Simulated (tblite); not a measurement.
Species: C3H10OS2Si2.
Z-matrix (Å and degrees, GFN2-xTB geometry), rows numbered from 1:
```
Si
C   1  1.9008
Si  2  1.8891  1  113.99
O   3  1.6738  2  109.71  1   169.43
C   4  1.3023  3  128.51  2    71.20
S   5  1.6317  4  123.60  3     0.36
C   5  1.4940  4  115.35  3   178.49
S   7  1.8356  5  109.04  4   -88.87
H   1  1.4616  2  109.81  3    62.33
H   1  1.4639  2  108.94  3   -57.50
H   1  1.4655  2  108.82  3  -177.27
H   2  1.0915  1  108.85  3   122.08
H   2  1.0910  1  108.81  3  -122.78
H   3  1.4585  2  112.77  1   -69.39
H   3  1.4561  2  115.06  1    63.31
H   7  1.0887  5  111.65  4   151.70
H   7  1.0896  5  111.14  4    26.87
H   8  1.3323  7   95.46  5   -63.07
```

Computed with GFN2-xTB (tblite): harmonic, unscaled wavenumbers at the GFN2-xTB geometry, gas phase. Errors from tens to a few hundred cm⁻¹ against measured bands are possible. Modes of hydrogen on silicon and sulfur can be 10 to 20 % off. One conformer, not necessarily the lowest.

Harmonic wavenumbers (cm⁻¹): 25.5, 30.9, 40.2, 58.9, 104.1, 117.2, 122.4, 157.7, 224.0, 244.7, 318.6, 435.6, 460.5, 497.1, 519.7, 557.5, 608.9, 669.3, 696.9, 701.1, 713.2, 738.7, 768.7, 769.5, 780.6, 785.0, 798.4, 829.7, 853.5, 953.3, 1006.5, 1098.7, 1131.2, 1187.5, 1194.7, 1338.2, 1406.4, 1438.2, 2249.8, 2262.0, 2281.7, 2305.3, 2340.0, 2431.5, 2963.9, 2976.1, 2997.7, 3010.0.

A = 2625, B = 388.5, C = 359.8 MHz; mass 181.971 u (most abundant isotopes); point group C1, symmetry number 1.

Problem. Zero-point energy?

Solution. Half the sum of the wavenumbers: 25100 cm⁻¹ = 71.77 kcal/mol.

Problem. What is S at 273.15 K and 1 bar for an ideal gas of classical rigid rotors and harmonic oscillators?

Solution. Translation 41.09, rotation 30.89, vibration 42.84: S = 114.8 cal/(mol K).

Problem. And Cp and H(273.15 K) − H(0)?

Solution. Cp = 44.18 cal/(mol K), of which vibrations give 36.23 (their classical limit is 48 R = 95.4); H(273.15 K) − H(0) = 7.64 kcal/mol without the zero-point energy, 5.47 from vibrations.

Problem. How do the functions run with temperature in this model?

Solution. 
```json
{"T (K)": "100", "S (cal/(mol K))": "82.3", "Cp (cal/(mol K))": "24.4", "H − H(0) (kcal/mol)": "1.74", "G − H(0) (kcal/mol)": "-6.48", "ln q(vib)": "4.43"}
{"T (K)": "200", "S (cal/(mol K))": "102.5", "Cp (cal/(mol K))": "35.5", "H − H(0) (kcal/mol)": "4.72", "G − H(0) (kcal/mol)": "-15.77", "ln q(vib)": "8.71"}
{"T (K)": "300", "S (cal/(mol K))": "119.1", "Cp (cal/(mol K))": "47.1", "H − H(0) (kcal/mol)": "8.86", "G − H(0) (kcal/mol)": "-26.87", "ln q(vib)": "12.47"}
{"T (K)": "500", "S (cal/(mol K))": "147.4", "Cp (cal/(mol K))": "63.8", "H − H(0) (kcal/mol)": "20.10", "G − H(0) (kcal/mol)": "-53.62", "ln q(vib)": "19.33"}
{"T (K)": "800", "S (cal/(mol K))": "180.8", "Cp (cal/(mol K))": "78.0", "H − H(0) (kcal/mol)": "41.57", "G − H(0) (kcal/mol)": "-103.09", "ln q(vib)": "28.32"}
{"T (K)": "1000", "S (cal/(mol K))": "198.9", "Cp (cal/(mol K))": "83.9", "H − H(0) (kcal/mol)": "57.79", "G − H(0) (kcal/mol)": "-141.11", "ln q(vib)": "33.59"}
```

q(vib) and H(0) count from the zero-point level.

Problem. What must be added to the electronic energy to get the Gibbs energy at 273.15 K and 1 bar?

Solution. ZPE + [H(273.15 K) − H(0)] − T·S = 71.77 + 7.64 − 31.36 = 48.05 kcal/mol.

Problem. Blend soft modes into free rotors: weight 1/[1 + (100 cm⁻¹/ν̃)⁴] for the oscillator and the rest for a rotor with moment μB/(μ + B), μ = h/(8π²ν), B = 10⁻⁴⁴ kg m². What vibrational entropy results?

Solution. 36.63 cal/(mol K) in place of 42.84, which changes −T·S at 273.15 K by +1.70 kcal/mol.

Hindered rotation and anharmonicity are outside this model. Other conformers, if any are populated, would add a mixing term that is left out. The structure is chiral; the term R ln 2 for an equal mix with its mirror image is left out.

The run took 0.84 s of wall time on one thread, Arm Neoverse V2 (aarch64), shared host. The figure is for the frequency step alone.
